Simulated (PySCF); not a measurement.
B3LYP has the VWN-RPA correlation part, as in Gaussian. 

Cartesian coordinates (Å):
```xyz
10

C     -1.4757     0.1010    -0.1040
C     -0.1330    -0.2251     0.4704
C      1.0118     0.0364    -0.1452
O      2.2281    -0.2746     0.4071
H     -2.0888    -0.7971    -0.2243
H     -1.3860     0.5759    -1.0830
H     -2.0350     0.7806     0.5459
H     -0.0952    -0.7020     1.4447
H      1.0420     0.5120    -1.1215
H      2.9318    -0.0071    -0.1900
```
Charge 0, spin multiplicity 1.

Q: What is the computed HOMO, LUMO, HOMO–LUMO gap, total energy and dipole moment (B3LYP-D3(BJ)/def2-TZVP (PySCF))?

A: 
```json
{
  "HOMO": "-6.11 eV",
  "LUMO": "0.59 eV",
  "HOMO–LUMO gap": "6.70 eV",
  "total_energy": "-193.2201 Ha",
  "dipole_moment": "0.351 e·Å"
}
```
